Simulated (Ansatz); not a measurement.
Geometry optimisation, RKS B3LYP-D4/6-31G (Ansatz).

input.yaml

```yaml
crystal:
  periodic: [false, false, false]
  atoms:
    - { symbol: B, position_ang: [0.15621, -0.48385, -1.37256] }
    - { symbol: S, position_ang: [-0.99042, 0.44289, -0.38399] }
    - { symbol: B, position_ang: [-0.32767, 0.55923, 1.29357] }
    - { symbol: Cl, position_ang: [1.13112, -0.13187, 1.80658] }
    - { symbol: H, position_ang: [1.14672, -0.89397, -0.91599] }
    - { symbol: H, position_ang: [-0.1378, -0.65149, -2.48739] }
    - { symbol: H, position_ang: [-0.97815, 1.15906, 2.05979] }
basis:
  gaussian: { orbitals: "6-31G" }
hamiltonian:
  xc: b3lyp
  dispersion: d4
relax:
  f_tol: 0.02
  max_steps: 40
scf:
  lower_state_search: "off"
```

Run as:

```bash
$ ansatz run input.yaml --threads 1 --pin off --max-ram 2048MiB --backend cpu --events-out ev --progress --plain --runs-dir out
```

**Question.** Where does it end, and by what steps?

**Answer.** The run converged. Limits of this set-up: no polarisation functions. After 6 steps the energy has fallen by 0.213 eV; Cl4 moved furthest, 0.10 Å.

```tsv
step	energy less start (eV)	largest force component (eV/Å)	accepted
0	0.0000	2.313	yes
1	-0.1565	1.133	yes
2	-0.2072	0.373	yes
3	-0.2014	0.329	no
4	-0.2089	0.218	yes
5	-0.2124	0.046	yes
6	-0.2130	0.013	yes
```

```xyz
7
Properties=species:S:1:pos:R:3
B 0.170 -0.507 -1.421
S -1.017 0.461 -0.394
B -0.359 0.585 1.323
Cl 1.192 -0.128 1.889
H 1.169 -0.935 -0.953
H -0.147 -0.657 -2.554
H -1.008 1.180 2.109
```

The run took 14 s on 1 thread of Intel(R) Xeon(R) Platinum 8488C (Sapphire Rapids), on a shared host, peak memory 0.14 GiB.
